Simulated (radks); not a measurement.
Values are calculated unless marked as measured or tabulated.
Ionisation of Ho3+, [Xe] 4f10, to Ho4+, [Xe] 4f9, under several functionals. Dirac Kohn-Sham, spin-unpolarised, spherical densities, finite nucleus; open shells fill j = l - 1/2 first; a radial shooting solver on a logarithmic mesh with Libxc functionals.

functional                                        E(Ho3+) (hartree)  Exc (hartree)  IE (eV)  -e(HOMO) (eV)  <r> HOMO (bohr)  IE error (eV)
LDA (Slater exchange, Perdew-Zunger correlation)        -12617.5963      -262.5822   44.844         34.805           0.7919         +2.324
revPBE                                                  -12626.0334      -271.1025   44.424         34.393           0.7925         +1.904
BP86                                                    -12627.4288      -272.5130   44.597         34.564           0.7922         +2.077
LDA (Slater exchange, VWN5 correlation)                 -12617.6214      -262.6073   44.857         34.817           0.7919         +2.337
B86b exchange with PBE correlation                      -12626.7773      -271.8530   44.511         34.481           0.7924         +1.991
RPBE                                                    -12626.1547      -271.2240   44.423         34.394           0.7926         +1.903
PBE                                                     -12625.7132      -270.7771   44.492         34.462           0.7925         +1.972

NIST Atomic Spectra Database: 42.5 eV (semi-empirical). Closest: RPBE. The Delta-SCF values span 0.43 eV, the total energies 9.83 hartree. The highest occupied level is 4f7/2. Spin polarisation and multiplet splitting are left out, so open shells lie too high by an amount that depends on their filling.

Beside tabulated values, note that spin-unpolarised runs miss the spin-polarisation part of the exchange energy of open shells. No tabulated value is given for the 4+ ions of Nd, Pm and Eu to Yb, where it belongs to another shell than the one emptied here.
